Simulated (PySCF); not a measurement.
One of the candidates below gave these computed data.

All candidates are C6H9NS.

* UV, first state: lowest singlet excitation: 5.46 eV (227 nm, f = 0.001) [TDDFT wB97X-D/def2-SVPD]
* Rotational structure: rotational constants A, B, C: 3.290, 1.223, 1.084 GHz [GFN2-xTB]
* Triplet: lowest triplet excitation (Tamm–Dancoff): 3.86 eV [TDA wB97X-D/def2-SVPD]
* Polarisability: 91.8 au [wB97X-D/def2-SVPD]
* UV, strongest line: among the 8 lowest singlet transitions: S2 at 5.63 eV (220 nm, f = 0.142) [TDDFT wB97X-D/def2-SVPD]
* Dipole: 2.09 D [wB97X-D/def2-SVPD]

Gas-phase values; electronic properties from PySCF, density fitting. Levels stand in brackets. The structure is a single GFN2-xTB conformer in the gas phase; no vibrational or solvent corrections.

**Question.** Which candidate is it?
A. `CSc1cccn1C`
B. `CCCc1cncs1`
C. `CN(C)c1cccs1`

**Answer.** B. It is `CCCc1cncs1`. Numbering: `[CH3:1][CH2:2][CH2:3][c:4]1[cH:5][n:6][cH:7][s:8]1`. Its formula, C6H9NS, gives 3 degrees of unsaturation: 1 ring and 2 π bonds in the structure found (Kekulé form). The optimised geometry has point group C1 and is an asymmetric top.

The others, at the same levels:
- `CN(C)c1cccs1` fails: its computed lowest singlet excitation is 4.93 eV (251 nm, f = 0.193) (against 5.46 eV), lowest triplet excitation (Tamm–Dancoff) is 3.46 eV (against 3.86 eV) and static isotropic polarisability is 97.4 au (against 91.8 au).
- `CSc1cccn1C` fails: its computed lowest singlet excitation is 5.05 eV (245 nm, f = 0.000) (against 5.46 eV), lowest triplet excitation (Tamm–Dancoff) is 4.26 eV (against 3.86 eV) and strongest line among the 8 lowest singlet transitions is S3 at 5.88 eV (211 nm, f = 0.302) (against S2 at 5.63 eV).

Each candidate is one conformer, not necessarily the lowest. The conformers computed, where there is a choice (atom-mapped SMILES and torsion angles):
- `[CH3:1][CH2:2][CH2:3][c:4]1[cH:5][n:6][cH:7][s:8]1`: C1–C2–C3–C4 -64°, C2–C3–C4–C5 112°
- `[CH3:1][N:2]([CH3:3])[c:4]1[cH:5][cH:6][cH:7][s:8]1`: C1–N2–C4–C5 -18°
- `[CH3:1][S:2][c:3]1[cH:4][cH:5][cH:6][n:7]1[CH3:8]`: C1–S2–C3–C4 0°
